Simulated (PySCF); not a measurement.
Nonlinear optical response: 4-vinylphenol (c1c(O)ccc(C=C)c1, C$_{8}$H$_{8}$O)

Cartesian coordinates in Å; atom numbers follow the order of the lines, from 1:
```xyz
17

C     3.0472   -0.7228    0.1474
C     2.1019    0.0654   -0.3797
C     0.6945    0.1647    0.0183
C    -0.1512    1.0652   -0.6499
C    -1.4914    1.2011   -0.3141
C    -2.0325    0.4273    0.7161
O    -3.3378    0.5872    1.0135
C    -1.2077   -0.4779    1.3960
C     0.1305   -0.6028    1.0492
H     4.0689   -0.7078   -0.2380
H     2.8464   -1.4082    0.9756
H     2.3865    0.7250   -1.2079
H     0.2592    1.6769   -1.4581
H    -2.1406    1.9039   -0.8393
H    -3.5740   -0.0038    1.7362
H    -1.6229   -1.0888    2.2040
H     0.7495   -1.3173    1.5962
```

The calculation used PySCF, quadratic response CAM-B3LYP/aug-cc-pVDZ first hyperpolarisability, Taylor convention, gas phase. Geometry: PBE0-D3(BJ)/def2-SVP.

(1) What is the first hyperpolarisability, and how does it disperse?

(2) Which lowest excitations, dipole and polarisabilities go with it?

Answers

(1) In au, Taylor convention; the vector part is βᵢ = ⅓ Σⱼ (βᵢⱼⱼ + βⱼᵢⱼ + βⱼⱼᵢ); β∥ is 3/5 of the vector part along the dipole, the dipole points from − to +:
| process | λ (nm) | β vector norm | β∥ | β HRS | depolarisation ratio |
| --- | --- | --- | --- | --- | --- |
| static β(0;0,0) | ∞ | 750.7 | 114.4 | 304.7 | 5.36 |
| second harmonic β(−2ω;ω,ω) | 1907 | 823.4 | 124.3 | 334.2 | 5.34 |
| Pockels β(−ω;ω,0) | 1907 | 773.6 | 117.5 | – | – |
| second harmonic β(−2ω;ω,ω) | 1064 | 1035.0 | 152.6 | 420.5 | 5.27 |
| Pockels β(−ω;ω,0) | 1064 | 828.9 | 125.0 | – | – |

(2) S1 4.65 eV (f = 0.151); S2 4.96 eV (f = 0.296); S3 5.23 eV (f = 0.001); dipole 1.30 D; isotropic α 106.2 au static, 106.8 au at 1907 nm, 108.1 au at 1064 nm, 108.6 au at 953.5 nm, 115.0 au at 532 nm.
